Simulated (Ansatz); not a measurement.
Molecule: CH₃AlF₂O (charge 0, singlet). SMILES: C[O][Al]([F])[F]
Structure (B3LYP-D3(BJ)/def2-TZVP (Ansatz, a program for electronic structure) minimum search):
```
O
C 1 1.4123
H 2 1.0922 1 109.47
H 2 1.0922 3 108.41 1 -119.35
H 2 1.0937 3 108.60 4 -117.82
Al 1 1.6644 2 136.93 3 120.65
F 6 1.6395 1 119.68 2 180.00
F 6 1.6442 7 118.20 1 180.00
```
Charge 0, spin multiplicity 1.

Atomisation energy built up term by term with Ansatz (kcal/mol; UHF references for open shells; valence terms freeze the core; atomic spin-orbit terms are left out). Basis-set limits of correlation are two-point, X^-3; Hartree-Fock from the larger set.

```csv
term,basis,kcal/mol
Hartree-Fock,aug-cc-pV(Q+d)Z,582.97
CCSD correlation,"CBS(aug-cc-pV(T+d)Z,aug-cc-pV(Q+d)Z)",195.89
(T),"CBS(aug-cc-pV(T+d)Z,aug-cc-pV(Q+d)Z)",13.20
core correlation,cc-pwCVTZ,0.83
scalar relativity (X2C),cc-pVTZ-DK against cc-pVTZ,-1.56
sum: De,,791.3
```

(T) makes 1.7 % of the CCSD(T) atomisation energy; under 5 % is typical of single-reference molecules.
